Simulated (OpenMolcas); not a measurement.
## Pr2+: effect of the active space

```
Program             : OpenMolcas
Method              : CASSCF or its RAS form
Basis               : ANO-RCC-VTZP
Scalar Hamiltonian  : DKH2, point nucleus
Spin-orbit coupling : RASSI with atomic mean-field integrals over the reference wave functions, term energies averaged over their components
```

A. 3 electrons in 7 orbitals (4f); 2S+1 = 4 odd, 35 roots; 2S+1 = 2 odd, 112 roots (105 in the spin-orbit step); cost of the order of 50 core-seconds
B. 9 electrons in 10 orbitals (RAS1 5p, at most 2 holes; RAS2 4f); 2S+1 = 4 odd, 35 roots; 2S+1 = 2 odd, 43 roots; cost roughly 11 core-minutes
C. 3 electrons in 12 orbitals (RAS2 4f; RAS3 5d, at most 1 electron); 2S+1 = 4 odd, 35 roots (30 in the spin-orbit step); 2S+1 = 2 odd, 112 roots (56 in the spin-orbit step); 2S+1 = 4 even, 105 roots (90 in the spin-orbit step); 2S+1 = 2 even, 124 roots kept (CI in the orbitals of an earlier block); cost of the order of 2.6 core-minutes
D. 3 electrons in 14 orbitals (4f 5f); 2S+1 = 4 odd, 30 roots; 2S+1 = 2 odd, 43 roots; cost roughly 80 core-seconds

Energies in cm⁻¹ above 4f³ ⁴I°_9/2, the measured ground level; measured values from Martin, Zalubas and Hagan, Atomic Energy Levels: The Rare-Earth Elements, NSRDS-NBS 60 (1978); the list in Maison, Palmeri and Quinet, J. Phys. B 58, 015001 (2025).

```csv
Level,A,B,C,D,Measured
4f³ ⁴I°_9/2,0.0,0.0,0.0,0.0,0.0
4f³ ⁴I°_11/2,1466,1479,1465,1489,1398
4f³ ⁴I°_13/2,3074,3093,3073,3114,2893
4f³ ⁴I°_15/2,4790,4795,4788,4831,4454
4f³ ⁴F°_3/2,13510,12321,13539,13119,9371
4f³ ⁴F°_5/2,14292,13111,14319,13908,10138
4f³ ⁴S°_3/2,15012,14306,15012,14659,10950
4f³ ⁴F°_7/2,15067,13905,15104,14677,10859
4f³ ⁴F°_9/2,15923,14781,15929,15484,11762
```

Deviations, from unrounded energies. A percentage is the sum of absolute deviations over the sum of measured energies, with the sign that they share, or ± where signs differ.

```json
{"Against measurement": "mean absolute deviation (cm-1)", "Levels": "8", "A": "2700", "B": "2000", "C": "2700", "D": "2400"}
{"Against measurement": "fine structure of the ground term (%)", "Levels": "3", "A": "+6.7", "B": "+7.1", "C": "+6.6", "D": "+7.9"}
{"Against measurement": "other terms of the ground configuration (%)", "Levels": "5", "A": "+39.0", "B": "+28.9", "C": "+39.2", "D": "+35.4"}
```

B lies closest to measurement on these levels and C furthest from it. The largest miss of B in the table is 4f³ ⁴S°_3/2, by +3400 cm-1. The ranking rests on the paired levels alone, and a cruder setting can come out closer through cancelling errors.

The spin-orbit steps hold different terms of 4f³ (B lacks among others a ²D°, ²F°, a ²G°, a ²H°, ²I°; C lacks among others a ²D°, ²F°, a ²G°, a ²H°, ²L°; D lacks among others a ²D°, ²F°, a ²G°, a ²H°, ²I°), which shifts levels as well.

Among A to D the level of the table that moves most is 4f³ ⁴F°_3/2, by 1200 cm-1 (lowest in B, highest in C).

High states are left out of the spin-orbit mixing, which shifts the levels that they would mix with. Without dynamic correlation excited terms often stand tens of per cent too high (terms of higher spin than the ground term too low), and those without a measured partner can miss by more than the paired ones. Active for correlation alone: 5p; no level in the range computed is led by a configuration that opens it, so any true level of that kind is missing (holds for B). Active for correlation alone: 5f; no level in the range computed is led by a configuration that fills it, so any true level of that kind is missing (holds for D). Measured partners are found by configuration, term and J. A level has none where our copy of the source lacks it or the pairing is in doubt (some pairs that miss far off the trend of their configuration count as doubtful), and it then counts in no deviation. Levels of configurations outside the active space are missing. Levels that lie high or do not pair safely by name in every column are left out.

° marks odd parity.
